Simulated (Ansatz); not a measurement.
Ansatz (a first-principles code) input:

Ansatz 0.2 input:
```yaml
crystal:
  periodic: [false, false, false]
  atoms:
    - {symbol: Si, position_ang: [-0.00984806, 0.48601151, 0.09872435]}
    - {symbol: F, position_ang: [1.28165584, -0.45653444, 0.11660394]}
    - {symbol: F, position_ang: [-1.27897468, -0.45421375, -0.15025145]}
    - {symbol: H, position_ang: [0.11374241, 1.39257256, -1.07931323]}
basis:
  gaussian:
    orbitals: STO-3G
hamiltonian:
  xc: {name: PBE0}
magnetization: {spin_polarized: true, initial_magnetization: 1}
```

Task: What final total energy does it print?

Result: -483.20711 Eh (PBE0/STO-3G). The basis has 20 functions.

It need not be the lowest isomer of its formula.
